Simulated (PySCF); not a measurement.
**H₃In, SMILES `[InH3]` (charge 0, multiplicity 1)**

Calculation: PBE-D3(BJ)/def2-TZVP // r2SCAN-D4/def2-TZVP run with PySCF 2.14.0.

```yaml
HOMO: -7.00 eV
dipole_moment: 0.00 D
LUMO: -2.64 eV
HOMO–LUMO gap: 4.35 eV
total_energy: -5221.38 eV
cost: very roughly 60 core-seconds
```

Bond lengths (Å): In1–H2 1.722, In1–H3 1.722, In1–H4 1.722. Angles (°): H2–In1–H3 120.0, H2–In1–H4 120.0, H3–In1–H4 120.0.
